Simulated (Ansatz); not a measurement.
Zn6Se4Cl4⁺, relaxed as a doublet with UKS PBE-D4/def2-SVP in Ansatz, starting from the PBE-D4/def2-SVP geometry of the neutral singlet. Force threshold 0.03 eV/Å.

The gap within one spin of the relaxed charge 1 doublet nearly closes, so an electron or hole may be smeared out by delocalisation error.

Start:

Cartesian coordinates in Å:
```
Se 0.246 1.053 -2.280
Se 2.853 -1.338 0.242
Se -0.865 -1.529 0.946
Se 0.561 2.141 2.002
Zn -1.983 0.260 -1.804
Zn 1.345 -2.970 1.157
Zn 0.707 -0.823 -0.901
Zn 0.721 2.641 -0.447
Zn 1.269 -0.106 1.606
Zn -1.272 0.888 1.113
Cl -2.921 -1.555 -2.460
Cl 1.059 -4.929 1.932
Cl 1.299 4.642 -0.971
Cl -3.020 1.625 -0.135
```

| step | energy (eV) | largest force component (eV/Å) | SCF passes |
| --- | --- | --- | --- |
| 1 | -601824.8805 | 0.327 | 68 |
| 2 | -601824.9414 | 0.181 | 41 |
| 3 | -601825.0076 | 0.167 | 44 |
| 4 | -601825.0618 | 0.221 | 34 |
| 5 | -601825.1028 | 0.189 | 32 |
| 6 | -601825.1277 | 0.162 | 31 |
| 7 | -601825.1688 | 0.172 | 32 |
| 8 | -601825.2025 | 0.296 | 30 |
| 9 | -601825.2340 | 0.117 | 33 |
| 10 | -601825.2508 | 0.082 | 31 |
| 11 | -601825.2704 | 0.210 | 32 |
| 13 | -601825.2920 | 0.085 | 27 |
| 15 | -601825.3021 | 0.094 | 27 |
| 17 | -601825.3105 | 0.179 | 27 |
| 19 | -601825.3197 | 0.220 | 28 |
| 21 | -601825.3431 | 0.152 | 28 |
| 23 | -601825.3949 | 0.140 | 28 |
| 25 | -601825.4789 | 0.174 | 32 |
| 27 | -601825.5775 | 0.488 | 35 |
| 29 | -601825.6676 | 0.127 | 35 |
| 31 | -601825.6834 | 0.083 | 33 |
| 33 | -601825.6917 | 0.050 | 34 |
| 34 | -601825.6931 | 0.028 | 31 |

Force components are those of the run's own axes.

End:

```xyz
14

Se    0.449    1.223   -2.373
Se    2.797   -1.852   -0.156
Se   -1.038   -2.111   -0.230
Se    0.582    1.372    2.024
Zn   -1.828    0.534   -2.070
Zn    0.905   -2.901    1.039
Zn    0.883   -0.843   -1.252
Zn    0.312    2.412   -0.234
Zn    2.013   -0.496    1.713
Zn   -1.091   -0.010    0.983
Cl   -3.048   -1.204   -2.592
Cl    1.270   -2.251    3.202
Cl    0.321    4.581   -0.037
Cl   -2.528    1.546   -0.019
```

Bonds lost: Se3–Zn9 (atoms count from 1). Bonds formed: Zn9–Cl12 (atoms count from 1). Metal–metal contacts that move far: Zn7–Zn9 2.67 to 3.19 Å.

No frequencies were taken in this run, so the end may be a saddle point.

It took 4 min on 2 threads of AMD EPYC 7R13 on a shared host and a share (18 GiB) of an NVIDIA H100 80GB HBM3.
